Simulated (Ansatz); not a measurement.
`[NH2][GaH][Br]`. Charge 0, multiplicity 1.

Z-matrix (Å, degrees):
```
N
Ga 1 1.800
H 1 1.006 2 123.0
H 1 1.005 2 124.2 3 180.0
Br 2 2.293 1 113.9 3 0.0
H 2 1.547 1 125.6 3 -180.0
```

Q: What are the harmonic wavenumbers in cm⁻¹ at PBE0-D4/def2-TZVP (Ansatz, finite differences of forces, unscaled)? (Best estimate.)

A: Ansatz gave: 143, 218, 301, 373, 517, 568, 725, 760, 1555, 2052, 3619, 3730.

Q: Is this a minimum?

A: Yes, all 12 modes are real.

Q: Give the ideal-gas thermochemistry at 298.15 K and 1 bar (rigid rotor, harmonic oscillator; point group Cs, symmetry number 1).

A: Zero-point energy 87.1 kJ/mol; H(298) − E = 103.7 kJ/mol; entropy 320.2 J/(mol·K), of which translation 172.7, rotation 110.4, vibration 37.1; G(298) − E = 8.2 kJ/mol.

Q: And at 400, 500, 600, 800 and 1000 K?

A: 
| T (K) | H − E (kJ/mol) | S (J/mol/K) | G − E (kJ/mol) |
| --- | --- | --- | --- |
| 400 | 112.1 | 344.5 | -25.7 |
| 500 | 121.1 | 364.6 | -61.2 |
| 600 | 130.6 | 381.9 | -98.5 |
| 800 | 150.8 | 410.9 | -177.9 |
| 1000 | 172.1 | 434.6 | -262.5 |

Q: Rotational constants (cm⁻¹)?

A: 0.4719, 0.06319, 0.05573.
